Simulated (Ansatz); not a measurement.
H6NPSSi (`[SiH3]NPS`), relaxed with RKS PBE0-D4/def2-TZVP in the Gaussian-basis code of Ansatz from a PBE-D4/def2-SVP geometry. The force threshold is 0.005 eV/Å; the program also tests the step.

The species carries charge 0 and has multiplicity 1.

Start:

```xyz
10

Si    0.391    0.961    1.087
N    -0.478    0.752   -0.438
P    -1.109   -0.717   -1.092
S     0.449   -2.239   -0.920
H     1.842    0.563    1.035
H     0.316    2.417    1.463
H    -0.313    0.109    2.106
H    -0.305    1.449   -1.171
H    -1.697   -1.214    0.127
H     0.903   -2.081   -2.196
```

```tsv
step	energy (eV)	largest force (eV/Å)	largest move (Å)
1	-29579.8956	0.919	0.000
2	-29579.9550	0.399	0.039
3	-29579.9657	0.069	0.046
4 (rejected)	-29579.9647	0.164	0.031
5	-29579.9673	0.016	0.016
6	-29579.9674	0.014	0.015
7	-29579.9674	0.007	0.017
8 (rejected)	-29579.9674	0.022	0.008
9	-29579.9675	0.003	0.004
```

End:

```xyz
10

Si    0.380    0.958    1.084
N    -0.434    0.732   -0.435
P    -1.059   -0.713   -1.066
S     0.469   -2.193   -0.929
H     1.813    0.566    1.057
H     0.293    2.398    1.441
H    -0.329    0.119    2.082
H    -0.312    1.440   -1.145
H    -1.651   -1.193    0.130
H     0.830   -2.114   -2.220
```

It took 48 s on 2 threads of an Arm Neoverse V2 on a shared host, with 0.45 GiB of host memory at the peak.
